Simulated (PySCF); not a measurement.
# One change to the structure, seen by NMR

Starting compound: `FC/C(F)=C1/C=CCO1`, C$_{6}$H$_{6}$F$_{2}$O.

1H NMR (400 MHz, computed): δ 6.85 (m, 1H), 6.40 (m, 1H), 5.50 (m, 2H), 5.37 (m, 2H). 13C{1H} NMR (computed): δ 162.6 (C), 150.2 (C), 139.5 (CH), 130.4 (CH), 82.7 (CH2), 81.1 (CH2).

- GIAO PBE0/pcSseg-1 shieldings
- structure optimised with GFN2-xTB
- run in PySCF
- a single conformation, no relativistic terms, gas phase, rapidly exchanging positions averaged

Scale: 1H, 13C against TMS (reference shieldings calculated alike). Splittings of carbon signals by F and P are missing where no couplings were computed. Where no couplings were computed, multiplicities follow the n + 1 count of equivalent neighbours, and m marks all less simple cases (inequivalent or close neighbours, rings, F or P nearby). Shifts are as computed. Against solution values, carbons near 30 ppm lie about +3 ppm off and those near 130 ppm about +5 ppm. Of 1309 compounds with measured shifts, 239 miss one by over three times the rms of a fit or turn the order of signals round; such compounds aren't used in these exercises.

Task: What are the spectra after this edit: H on C replaced by F, giving `FC/C(F)=C1\C=C(F)CO1`?

Result: 1H NMR (400 MHz, computed): δ 6.03 (m, 1H), 5.50 (m, 2H), 5.11 (m, 2H). 13C{1H} NMR (computed): δ 173.3 (C), 153.4 (C), 145.5 (C), 106.3 (CH), 83.6 (CH2), 74.5 (CH2).

Task: What are the spectra after this edit: SiH2 inserted into a O-C bond, giving `FC/C(F)=C1/C=CCO[SiH2]1`?

Result: 1H NMR (400 MHz, computed): δ 7.08 (m, 1H), 5.88 (m, 1H), 5.35 (m, 2H), 5.26 (s, 2H), 4.92 (m, 2H). 13C{1H} NMR (computed): δ 165.3 (C), 137.5 (CH), 125.7 (CH), 107.6 (C), 84.4 (CH2), 67.3 (CH2).
